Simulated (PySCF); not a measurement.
ClI, SMILES ICl (connectivity only; charge and spin as stated), charge +1, multiplicity 2. Atoms are numbered in the order given.

```xyz
2

Cl     0.0000     0.0000    -1.7065
I      0.0000     0.0000     0.5474
```
Charge +1, spin multiplicity 2.

The structure is a stationary point at B3LYP-D3(BJ)/def2-TZVP. The spin state was assumed, not searched. The def2 effective core potentials stand for the cores of I; spin–orbit coupling is left out.

These are B3LYP-D3(BJ)/def2-TZVP in PySCF values and carry that method's errors.

Frequencies are harmonic and unscaled.

```tsv
mode	ν (cm⁻¹)	IR (km/mol)	moving atoms (share of kinetic energy)
1	432	2.4	Cl 78 %, I 22 %
```
